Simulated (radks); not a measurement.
C3+, 3 electrons, occupied as [He] 3d1 (not the ground configuration).

Method: scalar-relativistic Kohn-Sham, SOGGA, spin-polarised, spherical densities, finite nucleus; open shells are filled with parallel spins first; Fermi nuclear charge, rms radius 2.4702 fm; computed with a radial shooting solver on a logarithmic mesh with Libxc functionals.

Energy parts (hartree):
| part | energy |
|---|---|
| total | -33.09054 |
| kinetic | 33.06777 |
| electron-nucleus | -70.73072 |
| Hartree | 8.08132 |
| exchange-correlation | -3.50890 |

Orbitals (lengths in bohr, moments of r in powers of bohr):
| orbital | occ. | eigenvalue (hartree) | <1/r> |
|---|---|---|---|
| 1s up | 1 | -12.63705 | 5.671 |
| 1s down | 1 | -12.63558 | 5.672 |
| 3d up | 1 | -0.76830 | 0.4457 |

The highest occupied level is 3d up at -20.906 eV. Spin moment in Bohr magnetons: 1. The spin density at the nucleus is -0.02314 e/bohr^3 (1s -0.02314). The electron density at the nucleus is 124.7 e/bohr^3 (large components only). Summed over all electrons, <r^2> = 7.975 bohr^2, which gives a Langevin (diamagnetic) susceptibility term of -6.32 x 10^-6 cm^3/mol.
